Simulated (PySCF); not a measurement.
**Electron correlation in F⁺ (fluorine, charge +1)**

[He] 2s2 2p4, high-spin 3P determinant. Computed with PySCF 2.14 in x2c-TZVPPall (5s3p2d1f, 31 functions), with scalar relativity by spin-free X2C-1e. Frozen: nothing; 8 electrons correlated.

```tsv
level	correlation energy (mhartree)
CCSD	-175.39
(T)	-1.97
CCSD(T)	-177.36
CCSDT	-177.55
```

Diagnostics: T1 = 0.0036, D1 = 0.0077, largest double amplitude 0.028.

Cost of the coupled-cluster step: about 0.7 core-seconds, for 8 correlated electrons.

This basis was not built for core-valence correlation, so the inner-shell part is incomplete.
